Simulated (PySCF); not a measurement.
[WOF4]- (charge -1 and doublet state).
Bonds: W1–O2, W1–F3, W1–F4, W1–F5, W1–F6.

Computed, not measured: PySCF 2.14.0, PBE0-D3(BJ)/def2-SVP geometry optimisation, gas phase, def2 core potentials past Kr.

How far are the bound atoms from W1?

5 atoms: O2 1.700 Å, F3 1.929 Å, F4 1.929 Å, F5 1.929 Å, F6 1.929 Å.

List the angles at W1.

| angle | degrees | distance of the outer atoms (Å) |
| --- | --- | --- |
| F4–W1–F6 | 142.2 | 3.65 |
| F3–W1–F5 | 142.1 | 3.65 |
| O2–W1–F3 | 109.0 | 2.96 |
| O2–W1–F5 | 108.9 | 2.96 |
| O2–W1–F4 | 108.9 | 2.96 |
| O2–W1–F6 | 108.9 | 2.96 |
| F3–W1–F4 | 84.0 | 2.58 |
| F4–W1–F5 | 84.0 | 2.58 |
| F3–W1–F6 | 84.0 | 2.58 |
| F5–W1–F6 | 83.9 | 2.58 |

What is the shape at W1?

Square pyramidal: τ5 = (β − α)/60° = 0.00 from the two widest angles, 142.2° and 142.1° (0 for a square pyramid, 1 for a trigonal bipyramid).

What are the rotational constants (commonest isotopes, rigid rotor)?

A = 2514, B = 2513, C = 1997 MHz: an oblate symmetric top.

Point group: C4v (tolerance 0.08 Å). Charge -1, doublet. ⟨S²⟩ = 0.754 (exact for a doublet: 0.75). Not checked by PBE0-D3(BJ)/def2-SVP frequencies.

For an open-shell metal species like this, the optimisation's SCF solution wasn't tested for stability and no frequencies at its level were run, so a lower state or another shape may exist.
